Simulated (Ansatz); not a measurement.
Two structures of SnNH₇S, singlet, reached by relaxing down either side of one saddle point (PBE0-D4/def2-TZVP). Energies are electronic, without zero-point energy. Ansatz 0.2.0; basis: def2-TZVPP and def2-QZVPP; cores frozen in the correlated methods. Filled d shells of the heavier atoms are correlated. Core potentials replace the inner electrons of the atoms past krypton. The def2 sets are not built for correlating such inner shells, so the correlated values are less sure here. Extrapolation: Hartree–Fock as exp(−7.88 √X), correlation as X^−2.97. First:

```json
{"atom": "Sn1", "x (Å)": "-1.0323", "y (Å)": "1.5680", "z (Å)": "-0.7116"}
{"atom": "S2", "x (Å)": "0.4591", "y (Å)": "1.5997", "z (Å)": "1.1533"}
{"atom": "H3", "x (Å)": "-2.3351", "y (Å)": "0.5032", "z (Å)": "-0.4070"}
{"atom": "H4", "x (Å)": "-1.6013", "y (Å)": "3.1607", "z (Å)": "-0.9181"}
{"atom": "H5", "x (Å)": "-0.2050", "y (Å)": "1.0414", "z (Å)": "-2.1125"}
{"atom": "H6", "x (Å)": "0.4705", "y (Å)": "-2.3322", "z (Å)": "1.2281"}
{"atom": "N7", "x (Å)": "0.9504", "y (Å)": "-1.7653", "z (Å)": "0.5397"}
{"atom": "H8", "x (Å)": "0.7177", "y (Å)": "0.2721", "z (Å)": "0.9968"}
{"atom": "H9", "x (Å)": "1.9383", "y (Å)": "-1.9782", "z (Å)": "0.6055"}
{"atom": "H10", "x (Å)": "0.6376", "y (Å)": "-2.0695", "z (Å)": "-0.3743"}
```

Second:

| atom | x (Å) | y (Å) | z (Å) |
| --- | --- | --- | --- |
| Sn1 | -1.0448 | 0.1378 | -1.0321 |
| S2 | 1.4161 | 1.3512 | 2.0185 |
| H3 | -1.9315 | -0.7024 | -2.2345 |
| H4 | -2.0960 | 0.9559 | 0.0242 |
| H5 | 0.1083 | 1.1585 | -1.7548 |
| H6 | 0.9859 | 0.2260 | 1.3835 |
| N7 | 0.0267 | -1.1492 | 0.1453 |
| H8 | 2.4300 | 1.5257 | 1.1579 |
| H9 | 0.6696 | -1.7256 | -0.3843 |
| H10 | -0.5643 | -1.7778 | 0.6762 |

Q: Which bonds change from the first to the second?

A: SnH₄S ([SH][SnH3]) + NH₃ → SnNH₅ ([NH2][SnH3]) + H₂S; bonds formed: Sn1–N7, S2–H6; bonds broken: Sn1–S2, H6–N7.

Q: Give the saddle point's structure and its height above each. (Judge from chemistry; the value comes from the calculation.)

A: Computed: 113.9 kJ/mol above the first and 43.2 kJ/mol above the second (CCSD(T) at an estimated basis limit (MP2 extrapolated from triple and quadruple zeta, plus CCSD(T) − MP2 in triple zeta)).
```
10
angstrom
Sn -0.8837 0.3587 -0.8570
S 1.0243 1.2768 1.6322
H -1.7278 -0.6441 -1.9761
H -1.9924 1.1155 0.1676
H 0.2672 1.2730 -1.6910
H 0.6724 -0.2503 1.0308
N 0.1420 -1.1116 0.2777
H 2.1401 1.3946 0.8951
H 0.8199 -1.6512 -0.2504
H -0.4619 -1.7614 0.7711
```

T1 diagnostic: at most 0.013. The start structure is not quite a true minimum (one mode of 26i cm⁻¹).

Labels in which every atom is bracketed show which atoms are joined, not bond orders.

For scale, one of the runs: CCSD(T)/def2-TZVPP, 221 basis functions, launched by `ansatz run in.yaml --threads 4 --pin off --events-out ev --progress --plain --max-ram 9574MiB`. Time: 75 s of wall clock on 4 CPU threads of an Intel Xeon Platinum 8488C; the host was shared. Peak host memory: 3.7 GiB.
